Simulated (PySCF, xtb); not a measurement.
1,3-azasiletidine (C2H7NSi), SMILES N1C[SiH2]C1.

Harmonic wavenumbers (cm⁻¹) from GFN2-xTB (xtb) at its own minimum, in rising order: 140, 429, 442, 514, 604, 694, 700, 733, 764, 814, 863, 1027, 1085, 1101, 1159, 1172, 1240, 1333, 1482, 1486, 2251, 2290, 2858, 2865, 2954, 2956, 3373.

Task: What does PySCF with PBE0-D3(BJ)/def2-SVP give at its own minimum? (An estimate is asked for; the answer gives what the named calculation found.)

Result: 176, 408, 539, 543, 637, 647, 778, 835, 845, 870, 953, 1007, 1099, 1135, 1152, 1176, 1239, 1398, 1455, 1483, 2225, 2242, 2979, 2986, 3107, 3107, 3550. Paired by order, the mean absolute difference is 61 cm⁻¹ and the zero-point energies are 53.4 and 55.1 kcal/mol.
